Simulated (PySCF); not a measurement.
Species: C₆H₁₀O.
Atom-mapped SMILES: `[CH2:1]=[CH:2][C:3](=[O:4])[CH:5]([CH3:6])[CH3:7]` (hydrogens: H8, H9 on C1; H10 on C2; H11 on C5; H12, H13, H14 on C6; H15, H16, H17 on C7)

Computed with PySCF at wB97X-D/pcSseg-2, non-relativistic, on one gas-phase PBE0-D3(BJ)/def2-TZVP geometry that isn't relaxed in the solvent. The solvent is an IEF-PCM continuum (cavity from Bondi-type radii × 1.2). The model holds no explicit solvent molecules, cavitation or dispersion.

Gas phase at wB97X-D/pcSseg-2: HOMO -9.13 eV, LUMO 0.17 eV, dipole 2.74 D.

Problem. What does the continuum do to the energy, the frontier levels and the dipole at wB97X-D/pcSseg-2 in chloroform?

Solution. 
```json
{"solvent": "chloroform", "ε": "4.711", "E(solvent) − E(gas) (kJ/mol)": "-15.88", "polarisation term (kJ/mol)": "-18.32", "distortion of the solute (kJ/mol)": "2.44", "HOMO (eV)": "-9.23", "LUMO (eV)": "0.17", "dipole (D)": "3.50"}
```

The polarisation term is half the interaction of the solute with the surface charges that it induces; the rest is the cost of distorting the solute's density. The sum is the electrostatic part of solvation alone.

Problem. Which radius a makes the point-dipole formula ΔE = −[(ε − 1)/(2ε + 1)]·μ²/a³ give the value in chloroform, with the gas-phase dipole?

Solution. μ = 1.078 au and |ΔE| = 0.00605 Eh give a = 2.16 Å; the farthest nucleus lies 3.89 Å from the centroid of the nuclei, so such a sphere wouldn't even hold the nuclei. The formula assumes a rigid point dipole at the centre of a sphere.

Conformer computed: `[CH2:1]=[CH:2][C:3](=[O:4])[CH:5]([CH3:6])[CH3:7]`: C1–C2–C3–O4 0°, C2–C3–C5–C6 -72°.

wB97X-D is run here without its empirical dispersion term; that term would change no orbital, density or response property at a fixed geometry.
